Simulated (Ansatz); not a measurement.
A nudged elastic band was laid between two geometries of CH₄B₂Cl (8 atoms, charge -1, multiplicity 1).

The calculation used Ansatz, RKS r2SCAN-D4/def2-SVPD.

```json
{"movable images": "6", "climbing image": "no", "spring": "5.0 eV/Å²", "optimiser": "quadratic models (default)", "start path": "through a guess of the saddle point", "force threshold": "0.03 eV/Å", "iteration limit": "60", "end points": "relaxed"}
```

First end point:

```xyz
8
Properties=species:S:1:pos:R:3
B -0.323 1.368 -0.216
B -0.139 -0.279 -0.371
C 0.492 -1.121 0.641
Cl -0.783 -1.137 -1.964
H -0.837 2.122 -1.030
H 0.080 1.928 0.797
H 0.874 -0.672 1.568
H 0.636 -2.209 0.576
```

Last end point:

```xyz
8
Properties=species:S:1:pos:R:3
B -0.324 1.368 -0.215
B -0.139 -0.278 -0.372
C 0.492 -1.121 0.641
Cl -0.780 -1.137 -1.966
H 0.080 1.928 0.797
H -0.840 2.121 -1.029
H 0.882 -0.671 1.564
H 0.629 -2.210 0.580
```

What changes between the two ends?

No bond is made or broken. The dihedral H6–B1–B2–Cl4 goes from 180 to 0°. The two ends are copies of one structure, up to a mirror image or an exchange of like atoms.

What energy profile does the band end with?

The run converged. The highest image is number 3 of 0 to 7, 22.0 kJ/mol above the ends, which have the same energy within 2 meV. No image climbed, so the highest image needn't sit at the top of the path.

```json
{"image": "0", "path coordinate (Å)": "0.00", "energy (kJ/mol)": "0.0", "dihedral H6–B1–B2–Cl4 (°)": "180"}
{"image": "1", "path coordinate (Å)": "0.77", "energy (kJ/mol)": "4.9", "dihedral H6–B1–B2–Cl4 (°)": "-154"}
{"image": "2", "path coordinate (Å)": "1.53", "energy (kJ/mol)": "21.7", "dihedral H6–B1–B2–Cl4 (°)": "-121"}
{"image": "3", "path coordinate (Å)": "2.30", "energy (kJ/mol)": "22.0", "dihedral H6–B1–B2–Cl4 (°)": "-101"}
{"image": "4", "path coordinate (Å)": "3.07", "energy (kJ/mol)": "21.9", "dihedral H6–B1–B2–Cl4 (°)": "-78"}
{"image": "5", "path coordinate (Å)": "3.84", "energy (kJ/mol)": "21.9", "dihedral H6–B1–B2–Cl4 (°)": "-55"}
{"image": "6", "path coordinate (Å)": "4.61", "energy (kJ/mol)": "5.1", "dihedral H6–B1–B2–Cl4 (°)": "-29"}
{"image": "7", "path coordinate (Å)": "5.38", "energy (kJ/mol)": "0.0", "dihedral H6–B1–B2–Cl4 (°)": "0"}
```

What is the geometry of the highest image?


```xyz
8
Properties=species:S:1:pos:R:3:forces:R:3
B -0.360 1.372 -0.346 0.01 0.00 -0.02
B -0.062 -0.198 0.088 0.06 0.03 0.03
C 0.438 -1.298 0.857 -0.01 -0.02 0.02
Cl -0.455 -0.409 -1.925 0.08 0.09 0.00
H -1.461 1.859 -0.527 0.00 -0.03 0.15
H 0.579 2.134 -0.529 -0.06 -0.01 -0.20
H 0.767 -1.138 1.892 -0.09 -0.05 0.04
H 0.554 -2.323 0.491 0.01 -0.01 0.00
```

Time of the run: 2.6 min on 2 threads of Intel(R) Xeon(R) 6975P-C (Granite Rapids) (shared host), peak memory 0.18 GiB.
